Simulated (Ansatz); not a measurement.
The cluster Li7O3⁺: single points at one geometry.

```yaml
crystal:
  periodic: [false, false, false]
  atoms:
    - {symbol: Li, position_ang: [0.924593, 0.340848, 1.483904]}
    - {symbol: Li, position_ang: [1.188336, -0.188811, -1.314550]}
    - {symbol: Li, position_ang: [-0.553726, 0.593435, -0.165201]}
    - {symbol: Li, position_ang: [-1.788307, -0.265504, 2.829776]}
    - {symbol: Li, position_ang: [2.161510, 2.554626, -0.279247]}
    - {symbol: Li, position_ang: [-1.252820, -1.344892, -2.811725]}
    - {symbol: Li, position_ang: [-0.773180, -1.589254, 0.229227]}
    - {symbol: O, position_ang: [-0.747071, -0.336740, 1.527598]}
    - {symbol: O, position_ang: [-0.469171, -0.895574, -1.408480]}
    - {symbol: O, position_ang: [1.309837, 1.131866, -0.091312]}
basis:
  gaussian: {orbitals: def2-TZVP, initial_orbitals: start.molden}
total_charge: 1
hamiltonian: {xc: {name: B97M-V}}
scf: {omitted_lower_state_checks: [starts]}
output: {orbitals: {seedname: orbitals}}
```

The file start.molden holds the orbitals of an earlier run on this structure, at another level or in another basis.

```sh
$ ansatz run in.yaml --threads 4 --pin off --events-out ev --progress --plain --max-ram 3916MiB
```

Shortened log:

```
Functional definition: B97M-V
1356 factors; their error is unknown
mean field evaluation 1: about -7585.1643 eV, gradient 1.8e1 eV
mean field evaluation 2: about -7585.4017 eV, gradient 3.3e-1 eV
mean field evaluation 4: about -7585.4010 eV, gradient 5.3e-2 eV
mean field -7585.40098017 eV, -278.7583444518 hartree, gradient 3.2e-5 eV, S^2 0.000000; 0 other end points of the search recorded, 0 dependent functions left out
reference -7585.40110923 eV, -278.7583491945 hartree; 22, 22 occupied and 169, 169 virtual orbitals, 1356 factors
Total energy: -7585.40110923 eV, -278.7583491945 hartree
Checks for a lower state left out: starts
```

Run time 8 s (4 threads of Arm Neoverse V1 on a shared host).

As the first input, with `hamiltonian: {xc: lda}` (abridged; 1.1 s):

```
Functional definition: SPW92
mean field -7513.97033983 eV, -276.1333168368 hartree, gradient 1.6e-5 eV, S^2 0.000000
Total energy: -7513.97042101 eV, -276.1333198202 hartree
Checks for a lower state left out: starts
```

The first input with `correlation: {method: ccsd_t}` and without the key `hamiltonian` (abridged; 2 min):

```
Functional definition: HF
mean field -7539.25827525 eV, -277.0626313227 hartree, gradient 8.3e-6 eV, S^2 0.000000
3 core orbitals not correlated: weight in the atoms' cores, before any rotation towards them, 1.000 or more for the frozen orbitals, at most 0.000 for the correlated occupied ones
second order -28.53178628 eV of doubles, -0.00000000 eV of singles
cycle   1  -28.07877539 eV  change    4.5e-1 eV  update   1.5e-1
cycle   2  -28.72782468 eV  change   -6.5e-1 eV  update   5.8e-2
cycle   3  -28.94626631 eV  change   -2.2e-1 eV  update   2.5e-2
cycle   4  -28.94092872 eV  change    5.3e-3 eV  update   9.3e-3
cycle   5  -28.92716845 eV  change    1.4e-2 eV  update   3.7e-3
cycle   6  -28.92622670 eV  change    9.4e-4 eV  update   1.6e-3
cycle   7  -28.92666180 eV  change   -4.4e-4 eV  update   6.8e-4
cycle   8  -28.92643511 eV  change    2.3e-4 eV  update   3.0e-4
cycle   9  -28.92631810 eV  change    1.2e-4 eV  update   1.3e-4
cycle  10  -28.92648722 eV  change   -1.7e-4 eV  update   6.1e-5
cycle  11  -28.92635705 eV  change    1.3e-4 eV  update   2.8e-5
cycle  12  -28.92634479 eV  change    1.2e-5 eV  update   1.1e-5
perturbative correction -0.84295668 eV, -0.0309780867 hartree
Total energy: -7569.02757672 eV, -278.1566329733 hartree
Checks for a lower state left out: starts
```

As the first input, with `hamiltonian: {xc: {name: wB97X-V}}` (abridged; 8 s):

```
Functional definition: wB97X-V
mean field -7579.64911570 eV, -278.5469673314 hartree, gradient 1.7e-5 eV, S^2 0.000000
Total energy: -7579.64911159 eV, -278.5469671801 hartree
Checks for a lower state left out: starts
```

The first input with `gaussian: {orbitals: STO-3G}`, `hamiltonian: {xc: hf}` (abridged; 0.4 s):

```
Functional definition: HF
a density is far from that of the atoms, so the factors are made again for it
mean field evaluation 16: about -7438.4232 eV, gradient 9.0e-3 eV
mean field -7439.01220770 eV, -273.3786562894 hartree, gradient 2.5e-5 eV, S^2 0.000000
Total energy: -7439.01220770 eV, -273.3786562894 hartree
Checks for a lower state left out: starts
```

As the first input, with `hamiltonian: {xc: {name: r2SCAN0}, dispersion: d4}` (abridged; 4.6 s):

```
Functional definition: r2SCAN0
mean field -7577.62446764 eV, -278.4725628875 hartree, gradient 7.4e-6 eV, S^2 0.000000
Total energy: -7577.66875284 eV, -278.4741903385 hartree
Checks for a lower state left out: starts
```

As the first input, with `hamiltonian: {xc: {name: B3LYP}, dispersion: d4}` (abridged; 2.7 s):

```
Functional definition: B3LYP
mean field -7584.47305972 eV, -278.7242440041 hartree, gradient 7.0e-5 eV, S^2 0.000000
Total energy: -7584.71018472 eV, -278.7329581874 hartree
Checks for a lower state left out: starts
```

Geometry: PBE-D4/def2-SVP.

B3LYP takes the VWN-RPA correlation. Correlated methods freeze 3 core orbitals; core or outer-core shells of Li are correlated, in sets that lack core-valence functions. The structure comes from a short search, and lower isomers may exist.
